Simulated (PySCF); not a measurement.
Species: C₅H₆O₂Si.
Atom-mapped SMILES: `[O:1]=[CH:2][O:3][C:4]1=[CH:5][SiH2:6][CH:7]=[CH:8]1` (hydrogens: H9 on C2; H10 on C5; H11, H12 on Si6; H13 on C7; H14 on C8)

Computed with PySCF at PBE0/pcSseg-1 and PBE0/def2-SVPD, non-relativistic, on one gas-phase PBE0-D3(BJ)/def2-SVP geometry that isn't relaxed in the solvent. The solvent is an IEF-PCM continuum (van der Waals radii × 1.2). The model holds no explicit solvent molecules, cavitation or dispersion.

Gas phase at PBE0/pcSseg-1: HOMO -6.96 eV, LUMO -1.77 eV, dipole 1.89 D.

Problem. What does the continuum do to the energy, the frontier levels and the dipole at PBE0/pcSseg-1 in acetone and acetonitrile?

Solution. 
```tsv
solvent	ε	E(solvent) − E(gas) (kcal/mol)	polarisation term (kcal/mol)	distortion of the solute (kcal/mol)	HOMO (eV)	LUMO (eV)	dipole (D)
acetone	20.49	-4.07	-4.61	0.54	-6.94	-1.72	2.45
acetonitrile	35.69	-4.22	-4.80	0.58	-6.94	-1.73	2.47
```

The polarisation term is half the interaction of the solute with the surface charges that it induces; the rest is the cost of distorting the solute's density. The sum is the electrostatic part of solvation alone. From acetone to acetonitrile the lowering changes by a factor 1.04, Onsager's factor (ε − 1)/(2ε + 1) by 1.03 and ε itself by 1.7.

Problem. Which radius a makes the point-dipole formula ΔE = −[(ε − 1)/(2ε + 1)]·μ²/a³ give the value in acetonitrile, with the gas-phase dipole?

Solution. μ = 0.743 au and |ΔE| = 0.00672 Eh give a = 1.80 Å; the farthest nucleus lies 3.76 Å from the centroid of the nuclei, so such a sphere wouldn't even hold the nuclei. The formula assumes a rigid point dipole at the centre of a sphere.

Problem. Which ESP-fitted charges (PBE0/pcSseg-1) respond most in acetone (means over atoms taken as equivalent)?

Solution. 
```
atoms            environment  gas (e)  solvent (e)  change
   O1  ester carbonyl oxygen   -0.508       -0.563  -0.055
   C2  ester carbonyl carbon   +0.639       +0.678  +0.039
   C5       alkene CH carbon   -0.647       -0.684  -0.037
  Si6           SiH2 silicon   +0.505       +0.527  +0.022
   H9        formyl hydrogen   +0.037       +0.058  +0.021
  H13       vinylic hydrogen   +0.203       +0.221  +0.018
```

Problem. Which Mayer bond orders change most in acetone?

Solution. 
| bond | length (Å) | gas | solvent | change |
| --- | --- | --- | --- | --- |
| O1–C2 | 1.192 | 1.990 | 1.960 | -0.030 |
| C4–C5 | 1.350 | 1.795 | 1.785 | -0.010 |
| C2–O3 | 1.345 | 1.067 | 1.074 | +0.007 |
| C7–C8 | 1.346 | 1.849 | 1.843 | -0.006 |
| Si6–C7 | 1.878 | 0.890 | 0.895 | +0.005 |
| C5–H10 | 1.087 | 0.915 | 0.919 | +0.004 |
| C2–H9 | 1.109 | 0.941 | 0.938 | -0.003 |
| C8–H14 | 1.095 | 0.961 | 0.958 | -0.003 |

Gas phase at PBE0/def2-SVPD: HOMO -6.99 eV, LUMO -1.80 eV, dipole 1.99 D.

Problem. What does the continuum do to the energy, the frontier levels and the dipole at PBE0/def2-SVPD in acetone?

Solution. 
```
solvent      ε  E(solvent) − E(gas) (kcal/mol)  polarisation term (kcal/mol)  distortion of the solute (kcal/mol)  HOMO (eV)  LUMO (eV)  dipole (D)
acetone  20.49                           -3.94                         -4.55                                 0.61      -6.95      -1.73        2.65
```

Problem. How does the static polarisability (PBE0/def2-SVPD, frozen core, with the continuum's full static response) change?

Solution. 
```csv
medium,isotropic (au),principal values (au),⟨r²⟩ of the electrons (bohr²)
gas,89.9,"60.6, 91.4, 117.7",1230.7
acetone,121.0,"83.2, 125.6, 154.2",1229.9
```

The isotropic value in acetone is 1.35 times the gas-phase one; no cavity-field correction is applied. ⟨r²⟩ is taken about the centre of nuclear charge.

The values belong to the conformer `[O:1]=[CH:2][O:3][C:4]1=[CH:5][SiH2:6][CH:7]=[CH:8]1`: O1–C2–O3–C4 0°, C2–O3–C4–C5 0°.
